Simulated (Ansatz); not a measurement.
`N#C[SiH2][GaH2]` + `N[SiH3]` → `N#C[SiH2]N[SiH3]` + `[GaH3]` at 400 K and 1 bar (cleavage of the Si–Ga bond).

Calculated with Ansatz (gas phase, PBE0-D4/def2-TZVP geometries, no zero-point term in ΔE). CCSD(T)/CBS adds triple-zeta CCSD(T) − MP2 to the extrapolated MP2 energy (def2 sets, frozen cores). This one scheme is used for every species. For Ga outer-core shells are correlated without core-valence functions, which leaves a few kJ/mol of doubt a bond. Scalar relativity is left out up to krypton. One conformer a species, not always the lowest.

| species | CCSD(T)/CBS energy (Eh) | H − E (kJ/mol) | S (J/(mol·K)) |
| --- | --- | --- | --- |
| `N#C[SiH2][GaH2]` | -2308.14688 | 133.2 | 388.5 |
| `N[SiH3]` | -346.80422 | 153.0 | 285.3 |
| `N#C[SiH2]N[SiH3]` | -729.26217 | 213.6 | 409.3 |
| `[GaH3]` | -1925.70545 | 64.2 | 231.8 |

H − E and S are ideal-gas, rigid-rotor, harmonic terms from PBE0-D4/def2-TZVP, for one conformer and one mirror image of each species. 1 Eh = 2625.50 kJ/mol, R = 8.31446 J/(mol·K).

By hand: ΔE, ΔH, ΔS and ΔG.

ΔE = (-729.26217) + (-1925.70545) − (-2308.14688) − (-346.80422) = -0.01652 Eh = -43.4 kJ/mol. Δ(H − E) = 213.6 + 64.2 − 133.2 − 153.0 = -8.4, so ΔH = -51.8 kJ/mol. ΔS = 409.3 + 231.8 − 388.5 − 285.3 = -32.7 J/(mol·K). ΔG = -51.8 − 400 × (-32.7)/1000 = -38.7 kJ/mol.

By hand: the equilibrium constant, and the temperature at which ΔG would vanish if ΔH and ΔS stayed fixed.

log₁₀ K = −ΔG/(RT ln 10) = 5.1. ΔG = 0 at ΔH/ΔS = 1584 K.

ΔH outweighs TΔS. A doubt of 5 kJ/mol in ΔE shifts log₁₀ K by 0.7 here. Other conformers and mirror images would add mixing entropy, several J/(mol·K) or more a flexible species. Modes under 60 cm⁻¹, often nearly free rotors, make the harmonic entropy too high. These are equilibria of isolated gas molecules and say nothing of rates. Largest T1 diagnostic: 0.014 (customary marks: 0.02 for closed shells, 0.045 for open ones).
